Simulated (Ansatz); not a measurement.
Species: sum formula HSO3, charge 0, multiplicity 2. It need not be the lowest isomer of its formula. 
Geometry from a B3LYP-D3(BJ)/def2-TZVP (Ansatz, a first-principles code) optimisation:
SMILES: O=[S](=O)O
```xyz
5

O      0.4342    -0.6993    -1.1852
S     -0.2804     0.0183     0.0913
O      0.2653    -0.5711     1.2992
O     -0.2259     1.4334    -0.1815
H      0.6974    -1.5966    -0.9218
```
Charge 0, spin multiplicity 2.

Basis-set convergence of Hartree-Fock and CCSD(T) correlation energies (hartree) with Ansatz. Cores are frozen in the correlated levels unless marked. UHF or UKS for open shells. No spin-orbit coupling. Non-relativistic.

```
basis        functions       E(HF)  E(corr, CCSD(T))
-----------  ---------  ----------  ----------------
cc-pV(D+d)Z         70  -622.61376          -0.72307
cc-pV(T+d)Z        143           …                 …
```

Task: Some entries are withheld; supply them.

Result: 
- cc-pV(T+d)Z, E(HF): -622.74072
- cc-pV(T+d)Z, E(corr, CCSD(T)): -0.92750
